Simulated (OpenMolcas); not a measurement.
# Computed transition rates of Os+

| Property | Result |
| --- | --- |
| Program | OpenMolcas |
| Method | SS-CASPT2, IPEA 0.25 Eh, imaginary shift 0.1 Eh (closed shells correlated: 5s 5p) |
| Basis | ANO-RCC-VTZP [8s7p5d3f2g1h] |
| Scalar Hamiltonian | DKH2, point nucleus |
| Active space | 7 electrons in 11 orbitals (5d 6s 6d) |
| State averaging | 2S+1 = 6 even, 6 roots; 2S+1 = 4 even, 35 roots kept (CI in the orbitals of an earlier block); 2S+1 = 2 even, 14 roots kept (CI in the orbitals of an earlier block) |
| Spin-orbit coupling | state interaction with AMFI integrals over the reference wave functions, term energies averaged over their components |

Rates come from the transition moments of the reference wave functions (E1 and E2 in the length form). At fixed line strength A goes as λ^-3 for E1 and M1 and as λ^-5 for E2, so a rate at the computed wavelength can be rescaled to the measured one. Measured vacuum wavelengths follow from level energies in NIST Handbook of Basic Atomic Spectroscopic Data. Branching counts decays inside the model space alone, at computed energies, and the table is only a selection of the M1 lines, drawn from those between levels with measured partners whose computed energy lies within a factor of 1.5 of the measured one.

| Upper | Lower | Type | λ computed (nm) | λ measured (nm) | A computed (s-1) | A rescaled (s-1) | Branching % |
| --- | --- | --- | --- | --- | --- | --- | --- |
| 5d6 6s 6D 1/2 | 5d6 6s 6D 3/2 | M1 | 14190 | 9574 | 3.93e-02 | 1.28e-01 | 100.0 |
| 5d6 6s 6D 3/2 | 5d6 6s 6D 5/2 [70 %] | M1 | 6848 | 6013 | 2.29e-01 | 3.38e-01 | 100.0 |
| 5d6 6s 6D 7/2 | 5d6 6s 6D 9/2 | M1 | 3067 | 2783 | 1.28e+00 | 1.71e+00 | 100.0 |
| 5d6 6s 4D 7/2 | 5d6 6s 6D 7/2 | M1 | 850.3 | 1271 | 2.56e-01 |  | 12.9 |
| 5d6 6s 4D 7/2 | 5d6 6s 6D 9/2 | M1 | 665.7 | 872.6 | 5.34e-01 |  | 26.8 |

Spin-changing lines and M1 lines between different terms are not rescaled, since their strength hangs on the term gaps too.

The largest correction is for 5d6 6s 6D 1/2 → 5d6 6s 6D 3/2 (M1): 3.93e-02 × (14190 / 9574)^3 = 1.28e-01 s-1, a factor of 3.26.

These are rates of the free ion; in crystals, glasses and complexes forced electric-dipole and non-radiative decay shorten such lifetimes by orders of magnitude. No measured rate stands beside these. Rescaling mends the energy factor alone: line strengths can still be far off where a level mixes with configurations outside the active space, and weak or spin-changing lines hang on small mixing coefficients that depend on the term gaps too, so rescaling need not improve them.

CASPT2 does not keep the components of a term degenerate, so their means are used; among the terms shown or strongly mixed into the levels shown the widest spread is 220 cm-1 (5d7 4F). Terms from blocks run as CI alone lack orbitals of their own. Active for correlation alone: 6d; no level in the range computed is led by a configuration that fills it, so any true level of that kind is missing. The CASPT2 spread within a term exceeds the gap to the next term for 5d7 4F and 5d6 6s 4P, so the order of their levels is uncertain, and so are names and mixing where such terms share a J. Some terms miss by over 15 % even with CASPT2, which points to a basis or an active space too small for the shells correlated. Computed and measured levels are paired by configuration, term and J; levels that our copy of the source lacks, or whose pairing is in doubt (as where it misses far off the trend of its configuration), stay unpaired. Levels of configurations outside the active space are missing.

A share in square brackets marks a mixed level and gives the weight of the term that names it.
